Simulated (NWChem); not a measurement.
A series in which one site is exchanged, each optimised at PBE0/def2-SVP with NWChem, gas phase unless a solvent is named. All stand in one matching conformer (torsions within 35°), which need not be the lowest. Low-valent species are run as closed-shell singlets; no triplet was tried in these runs. For some, no frequency run checked for a minimum. def2 effective core potentials on Sn, I; no spin-orbit coupling.

A: [OH][Sn][I] (SnHOI; site = I)
B: [OH][SnH] (SnH2O; site = H)
C: [OH][Sn][Br] (SnHOBr; site = Br)
D: [OH][Sn][Cl] (SnHOCl; site = Cl)

Q: Rank them by vertical ionisation energy, ΔSCF, B3LYP/def2-SVP (eV), lowest first.

A: B (9.22), A (9.32), C (9.78), D (10.02)
